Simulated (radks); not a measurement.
The antimony ion Sb3+, configuration [Ar] 3d10 4s2 4p4 4d10 5s2 5d2 (not the ground configuration). All-electron calculation, Dirac Kohn-Sham, BLYP, spin-unpolarised, spherical densities, finite nucleus; open shells fill j = l - 1/2 first; Fermi nuclear charge, rms radius 4.6802 fm. Program: a radial shooting solver on a logarithmic mesh with Libxc functionals.

Normalised radial functions P(r) = r R(r) (large component), r in bohr:

| r | 4p1/2 | 4d3/2 | 5s1/2 |
|---|---|---|---|
| 0.003624 | 0.0159 | 0.0001 | 0.0708 |
| 0.004219 | 0.0199 | 0.0002 | 0.0788 |
| 0.004873 | 0.0247 | 0.0003 | 0.0867 |
| 0.005627 | 0.0307 | 0.0004 | 0.0948 |
| 0.006499 | 0.0382 | 0.0006 | 0.1029 |
| 0.007505 | 0.0476 | 0.0008 | 0.1106 |
| 0.008668 | 0.0591 | 0.0012 | 0.1176 |
| 0.01009 | 0.0742 | 0.0018 | 0.1236 |
| 0.01165 | 0.0919 | 0.0027 | 0.1274 |
| 0.01346 | 0.1133 | 0.0040 | 0.1284 |
| 0.01554 | 0.1389 | 0.0058 | 0.1259 |
| 0.01795 | 0.1692 | 0.0084 | 0.1189 |
| 0.02073 | 0.2044 | 0.0121 | 0.1063 |
| 0.02394 | 0.2442 | 0.0175 | 0.0874 |
| 0.02787 | 0.2907 | 0.0255 | 0.0597 |
| 0.03219 | 0.3372 | 0.0362 | 0.0261 |
| 0.03717 | 0.3836 | 0.0509 | -0.0141 |
| 0.04293 | 0.4258 | 0.0708 | -0.0592 |
| 0.04958 | 0.4585 | 0.0973 | -0.1063 |
| 0.05726 | 0.4747 | 0.1318 | -0.1508 |
| 0.06666 | 0.4649 | 0.1782 | -0.1884 |
| 0.07698 | 0.4216 | 0.2324 | -0.2079 |
| 0.08891 | 0.3377 | 0.2964 | -0.2043 |
| 0.1027 | 0.2100 | 0.3683 | -0.1721 |
| 0.1186 | 0.0407 | 0.4439 | -0.1091 |
| 0.1369 | -0.1589 | 0.5163 | -0.0187 |
| 0.1594 | -0.3790 | 0.5780 | 0.0949 |
| 0.1841 | -0.5637 | 0.6092 | 0.2008 |
| 0.2126 | -0.6873 | 0.5994 | 0.2811 |
| 0.2456 | -0.7131 | 0.5354 | 0.3115 |
| 0.2836 | -0.6146 | 0.4081 | 0.2739 |
| 0.3275 | -0.3858 | 0.2163 | 0.1635 |
| 0.3813 | -0.0261 | -0.0457 | -0.0160 |
| 0.4404 | 0.3755 | -0.3277 | -0.2093 |
| 0.5086 | 0.7670 | -0.6107 | -0.3758 |
| 0.5873 | 1.0777 | -0.8583 | -0.4651 |
| 0.6783 | 1.2527 | -1.0362 | -0.4402 |
| 0.7834 | 1.2689 | -1.1197 | -0.2910 |
| 0.9047 | 1.1428 | -1.1027 | -0.0409 |
| 1.053 | 0.9090 | -0.9905 | 0.2759 |
| 1.216 | 0.6552 | -0.8236 | 0.5595 |
| 1.405 | 0.4227 | -0.6316 | 0.7684 |
| 1.622 | 0.2424 | -0.4449 | 0.8664 |
| 1.874 | 0.1222 | -0.2859 | 0.8466 |
| 2.164 | 0.0534 | -0.1659 | 0.7304 |
| 2.519 | 0.0187 | -0.0825 | 0.5486 |
| 2.909 | 0.0057 | -0.0372 | 0.3683 |
| 3.36 | 0.0014 | -0.0144 | 0.2164 |
| 3.88 | 0.0003 | -0.0047 | 0.1099 |
| 4.481 | 0.0000 | -0.0013 | 0.0474 |
| 5.175 | 0.0000 | -0.0003 | 0.0170 |
| 6.025 | 0.0000 | 0.0000 | 0.0046 |
| 6.958 | 0.0000 | 0.0000 | 0.0010 |
| 8.035 | 0.0000 | 0.0000 | 0.0002 |
| 9.28 | 0.0000 | 0.0000 | 0.0000 |

4p1/2: eigenvalue -159.36 eV, 2 radial nodes at r = 0.122, 0.385 bohr, <r> = 0.816 bohr, 90 % of the charge inside 1.19 bohr. 4d3/2: eigenvalue -83.399 eV, 1 radial node at r = 0.372 bohr, <r> = 0.958 bohr, 90 % of the charge inside 1.45 bohr. 5s1/2: eigenvalue -47.997 eV, 4 radial nodes at r = 0.0354, 0.141, 0.377, 0.923 bohr, <r> = 1.86 bohr, 90 % of the charge inside 2.66 bohr.
